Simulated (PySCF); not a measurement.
BrH3SiTe, SMILES [SiH3][Te]Br. Atoms are numbered in the order given.

```xyz
6

Te     0.7626     0.5573     0.0000
Br    -0.3980    -1.7184     0.0000
Si    -1.4427     1.7873     0.0000
H     -1.0677     3.2455     0.0000
H     -2.2314     1.4500    -1.2318
H     -2.2314     1.4500     1.2318
```
Charge 0, spin multiplicity 1.

Geometry optimised at PBE-D3(BJ)/def2-SVP. The structure was generated by enumeration, and PubChem lists no compound with its InChIKey, so it may never have been made. The def2 effective core potentials stand for the cores of Te; spin–orbit coupling is left out.

Computed with PBE0/def2-TZVPD (PySCF).

Mulliken values depend strongly on the basis, most of all with diffuse functions as here. ESP charges are fitted to the potential on shells at 1.4 to 2.0 van der Waals radii. Atomic charges (e):

```
atom  Mulliken  ESP fit
----  --------  -------
Te1       0.16     0.06
Br2      -0.21    -0.11
Si3      -0.01    -0.08
H4        0.00     0.07
H5        0.03     0.03
H6        0.03     0.03
```
